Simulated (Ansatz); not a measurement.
# A relaxation, step by step

SiNH$_{5}$Cl$_{2}$, closed shell, PBE0-D4/def2-TZVP (Ansatz 0.2.0). Settings:

```yaml
hamiltonian: {xc: pbe0, dispersion: d4}
relax: {f_tol: 0.005, max_steps: 200}
```

Start, a step off a saddle point along its unstable mode:

```xyz
9
angstrom
Si -0.6041 0.7522 -0.1529
Cl -0.0697 -2.4244 -0.9811
H -0.4275 0.7184 -1.6249
H -1.8096 -0.0030 0.2682
Cl -0.6496 2.6567 0.5389
H 0.3914 -1.3796 -0.2303
N 0.7480 -0.1739 0.4832
H 0.7500 -0.3015 1.4910
H 1.6710 0.1554 0.2080
```

```csv
step,energy less the last (meV),largest force component (eV/Å)
1,195.6,0.978
2,86.5,0.576
3,57.1,0.563
4,7.4,0.183
5 (rejected trial),11.6,0.590
6,1.2,0.056
7,0.4,0.057
8,0.0,0.011
9,0.0,0.004
10,0.0,0.004
```

Step 2, positions (Å) and forces (eV/Å):

```
atom       x       y       z      Fx      Fy      Fz
 Si1  -0.619   0.772  -0.157   0.027  -0.193  -0.044
 Cl2   0.018  -2.587  -0.974   0.047   0.046   0.054
  H3  -0.442   0.834  -1.624  -0.037  -0.022   0.109
  H4  -1.852   0.100   0.308   0.093   0.046  -0.066
 Cl5  -0.657   2.694   0.548   0.050   0.086   0.067
  H6   0.437  -1.481  -0.239  -0.052  -0.437  -0.198
  N7   0.730  -0.171   0.469  -0.039   0.576   0.159
  H8   0.732  -0.313   1.474  -0.039  -0.058  -0.041
  H9   1.652   0.152   0.195  -0.050  -0.045  -0.039
```

Step 3, positions (Å) and forces (eV/Å):

| atom | x | y | z | Fx | Fy | Fz |
| --- | --- | --- | --- | --- | --- | --- |
| Si1 | -0.632 | 0.804 | -0.154 | 0.210 | -0.079 | 0.119 |
| Cl2 | 0.084 | -2.688 | -0.961 | 0.170 | 0.411 | 0.284 |
| H3 | -0.468 | 0.870 | -1.617 | -0.023 | 0.018 | -0.003 |
| H4 | -1.867 | 0.141 | 0.300 | -0.016 | 0.022 | -0.009 |
| Cl5 | -0.623 | 2.724 | 0.583 | -0.001 | -0.074 | -0.028 |
| H6 | 0.457 | -1.547 | -0.251 | -0.184 | -0.563 | -0.352 |
| N7 | 0.708 | -0.152 | 0.459 | -0.135 | 0.307 | 0.031 |
| H8 | 0.710 | -0.314 | 1.459 | -0.014 | -0.024 | -0.024 |
| H9 | 1.632 | 0.162 | 0.183 | -0.007 | -0.018 | -0.018 |

Step 7, positions (Å) and forces (eV/Å):

```json
{"atom": "Si1", "x": "-0.633", "y": "0.882", "z": "-0.126", "Fx": "-0.034", "Fy": "-0.004", "Fz": "-0.020"}
{"atom": "Cl2", "x": "0.249", "y": "-2.910", "z": "-0.923", "Fx": "0.005", "Fy": "-0.010", "Fz": "0.000"}
{"atom": "H3", "x": "-0.503", "y": "0.977", "z": "-1.592", "Fx": "0.010", "Fy": "-0.001", "Fz": "-0.004"}
{"atom": "H4", "x": "-1.891", "y": "0.253", "z": "0.318", "Fx": "0.000", "Fy": "-0.006", "Fz": "0.007"}
{"atom": "Cl5", "x": "-0.616", "y": "2.802", "z": "0.615", "Fx": "0.015", "Fy": "0.001", "Fz": "0.010"}
{"atom": "H6", "x": "0.447", "y": "-1.745", "z": "-0.337", "Fx": "-0.008", "Fy": "0.005", "Fz": "-0.004"}
{"atom": "N7", "x": "0.670", "y": "-0.099", "z": "0.449", "Fx": "-0.057", "Fy": "0.013", "Fz": "-0.037"}
{"atom": "H8", "x": "0.675", "y": "-0.323", "z": "1.435", "Fx": "0.014", "Fy": "-0.008", "Fz": "0.051"}
{"atom": "H9", "x": "1.602", "y": "0.163", "z": "0.161", "Fx": "0.057", "Fy": "0.009", "Fz": "-0.002"}
```

Last step (10):

```
atom    x (Å)    y (Å)    z (Å)
 Si1  -0.6388   0.8902  -0.1267
 Cl2   0.2820  -2.9312  -0.9076
  H3  -0.5101   0.9915  -1.5932
  H4  -1.8999   0.2667   0.3183
 Cl5  -0.5998   2.8047   0.6277
  H6   0.4460  -1.7517  -0.3404
  N7   0.6594  -0.1014   0.4412
  H8   0.6670  -0.3262   1.4278
  H9   1.5942   0.1575   0.1530
```

Hardware: 4 CPU threads of an Arm Neoverse V2, shared host. Wall time about 28 s.
